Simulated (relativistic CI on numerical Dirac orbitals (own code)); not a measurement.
# d1 to d9 in one tetrahedral field

Computed with a parametric ligand-field model without spin-orbit coupling, by exact diagonalisation: B = 820, C = 3990, 10Dq = -4500 cm⁻¹ (Td; |10Dq|/B = 5.5) for every shell. Energies in cm⁻¹; the field energy is (0.6 n_e − 0.4 n_t2) × 10Dq of the ground term; g labels are left out.

```
Shell  Ground term  Electrons in e  Field energy  First spin-allowed bands  Lowest term of other spin
   d1           2E           1.000         -2700                  2T2 4500                           
   d2          3A2           2.000         -5400        3T2 4500, 3T1 7774                   1E 13778
   d3          4T1           1.885         -3083        4T2 3813, 4A2 8313                   2E 13294
   d4          5T2           2.000         -1800                   5E 4500                  3T1 16716
   d5          6A1           2.000             0                      none                  4T1 25871
   d6           5E           3.000         -2700                  5T2 4500                  3T1 17133
   d7            ?               ?             ?                         ?                          ?
   d8          3T1           3.885         -3083        3T2 3813, 3A2 8313                  1T2 13129
   d9          2T2           4.000         -1800                   2E 4500
```

(1) Fill in the row of d7.

Results:

(1) Ground term: 4A2; Electrons in e: 4.000; Field energy: -5400; First spin-allowed bands: 4T2 4500, 4T1 7774; Lowest term of other spin: 2E 17105. Every shell keeps the spin of the free ion. Tetrahedral fields of 3d complexes are almost always too weak to pair spins. High-spin d^(n+5) repeats the spin-allowed bands of d^n, since the half-filled shell is spherical.
